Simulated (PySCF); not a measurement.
Diatomics of In with group 14

PBE with double-zeta basis sets in PySCF, for the lowest determinant that a PBE0 search found; no spin–orbit coupling. De refers to high-spin ground-configuration atoms. A positive dipole means M(−)In(+).

```tsv
M	basis	state (unpaired electrons)	Re (Å)	ωe (cm⁻¹)	De (eV)	μ (D)
C	x2c-SVPall	quartet (σ ↑, π ↑↑)	2.217	467	3.23	2.47
Si	def2-SVPD	quartet (σ ↑, π ↑↑)	2.646	248	2.48	1.86
Ge	def2-SVP	quartet (σ ↑, π ↑↑)	2.695	173	2.37	1.64
Sn	def2-SVP	quartet (σ ↑, π ↑↑)	2.882	140	2.14	1.36
Pb	def2-SVP	quartet (σ ↑, π ↑↑)	2.944	122	2.05	0.97
```

The shortest bond is that of InC (2.217 Å), the longest that of InPb (2.944 Å).

The rows differ in basis set, which adds steps of its own.

Relativity is treated differently too: C spin-free X2C; Si scalar-relativistic core potentials; Ge scalar-relativistic core potentials; Sn scalar-relativistic core potentials; Pb scalar-relativistic core potentials.

Down a group bonds as a rule get longer and wavenumbers fall, partly through the reduced mass; this series shows no clear exception.

These are scalar-relativistic numbers at best; spin–orbit coupling would shift them, the dissociation energy most. States were picked by a PBE0 search and need not be the measured ground states.
